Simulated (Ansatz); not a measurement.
A nudged elastic band was laid between two geometries of C$_{4}$H$_{8}$BF (14 atoms, charge 0, multiplicity 1).

All numbers below come from Ansatz, RKS PBE0-D4/cc-pVDZ.

- movable images: 5
- climbing image: yes
- spring: 5.0 eV/Å²
- optimiser: quadratic models (default)
- start path: through a guess of the saddle point
- force threshold: 0.05 eV/Å
- iteration limit: 60
- end points: relaxed

Initial state:

```xyz
14
Properties=species:S:1:pos:R:3
B -1.419 -0.618 0.512
C -0.358 -1.203 -0.486
C 0.297 0.137 -0.275
C 1.448 0.255 0.678
C -0.203 1.245 -0.855
F -1.164 1.202 -1.779
H -1.205 -0.638 1.702
H -2.430 -0.118 0.088
H -0.699 -1.354 -1.515
H 0.287 -2.015 -0.135
H 1.228 -0.259 1.624
H 2.342 -0.223 0.243
H 1.695 1.303 0.903
H 0.169 2.257 -0.677
```

Final state:

```xyz
14
Properties=species:S:1:pos:R:3
B -1.418 -0.616 0.513
C -0.358 -1.203 -0.485
C 0.297 0.137 -0.274
C 1.449 0.254 0.678
C -0.204 1.244 -0.855
F -1.163 1.199 -1.782
H -2.428 -0.117 0.087
H -1.205 -0.634 1.703
H -0.701 -1.354 -1.514
H 0.287 -2.016 -0.135
H 1.229 -0.264 1.623
H 2.343 -0.219 0.242
H 1.692 1.302 0.908
H 0.165 2.257 -0.677
```

What changes between the two ends?

No bond is made or broken. The dihedral H7–B1–C2–C3 goes from -81 to 97°. The two ends are copies of one structure, up to a mirror image or an exchange of like atoms.

What energy profile does the band end with?

The forces met the threshold. The highest image is number 4 of 0 to 6, 15.4 kJ/mol above the ends, which have the same energy within 2 meV. A vibrational analysis at the climbing image gives one clearly imaginary mode, 212i cm⁻¹: a first-order saddle point.

| image | path coordinate (Å) | energy (kJ/mol) | dihedral H7–B1–C2–C3 (°) |
| --- | --- | --- | --- |
| 0 | 0.00 | 0.0 | -81 |
| 1 | 1.18 | 9.1 | -63 |
| 2 | 2.36 | 9.0 | -24 |
| 3 | 3.53 | 9.2 | 12 |
| 4 | 4.71 | 15.4 | 54 |
| 5 | 5.66 | 7.4 | 84 |
| 6 | 6.62 | 0.0 | 97 |

What is the geometry of the highest image?


```xyz
14
Properties=species:S:1:pos:R:3:forces:R:3
B -1.683 -0.941 0.571 0.01 0.01 -0.02
C -0.455 -0.957 -0.405 0.01 0.02 0.02
C 0.374 0.296 -0.253 -0.01 -0.01 0.00
C 1.560 0.253 0.658 0.00 0.00 0.01
C 0.051 1.422 -0.886 0.00 -0.01 -0.02
F -1.016 1.485 -1.706 0.00 0.00 0.00
H -2.429 0.010 0.543 0.00 0.01 0.01
H -1.917 -1.844 1.341 0.00 -0.02 0.00
H -0.897 -0.965 -1.421 -0.01 0.00 0.00
H 0.179 -1.850 -0.304 0.00 -0.01 -0.01
H 1.266 -0.023 1.685 0.00 0.00 0.00
H 2.286 -0.506 0.322 0.00 0.00 0.00
H 2.077 1.223 0.704 0.00 0.00 0.00
H 0.591 2.369 -0.819 0.00 0.00 0.00
```

What are the harmonic wavenumbers there?

212i, 59, 201, 206, 265, 324, 349, 533, 579, 646, 787, 835, 928, 971, 1020, 1028, 1057, 1131, 1186, 1196, 1244, 1285, 1350, 1400, 1416, 1445, 1462, 1784, 2580, 2668, 3030, 3043, 3111, 3123, 3151, 3232 cm⁻¹.

Run time: 6.4 min on 2 threads of Arm Neoverse V1, with other jobs on the host, peak memory 0.3 GiB.
